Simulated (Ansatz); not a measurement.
Molecule: C2H6BO, charge 0, multiplicity 2. It need not be the lowest isomer of its formula. 
Geometry from a B3LYP-D3(BJ)/def2-TZVP (Ansatz, a quantum-chemistry and plane-wave program) optimisation:
```xyz
10

C      1.4208    -0.5159    -0.2020
B     -0.0096     0.1641     0.0415
C     -1.3497    -0.7018    -0.1057
O     -0.0828     1.4193     0.3587
H      2.2479     0.1781    -0.0714
H      1.5324    -1.3494     0.4952
H      1.4442    -0.9221    -1.2158
H     -1.3007    -1.5395     0.5937
H     -1.3888    -1.1122    -1.1173
H     -2.2511    -0.1238     0.0851
```
Charge 0, spin multiplicity 2.

Parts of the frozen-core correlation energy in STO-3G (Ansatz, hartree). Frozen orbitals: 4; correlated occupied orbitals by spin: 12 and 11; virtual: 10 and 11. UHF or UKS for open shells. No spin-orbit coupling. No relativistic terms.

```tsv
term	value
reference (HF)	-176.57805
MP2 opposite-spin	-0.14042
MP2 same-spin	-0.02140
CCSD correlation	-0.21726
(T)	-0.00389
T1 diagnostic	0.022
largest doubles amplitude	0.071
<S^2> of the reference	0.763
```
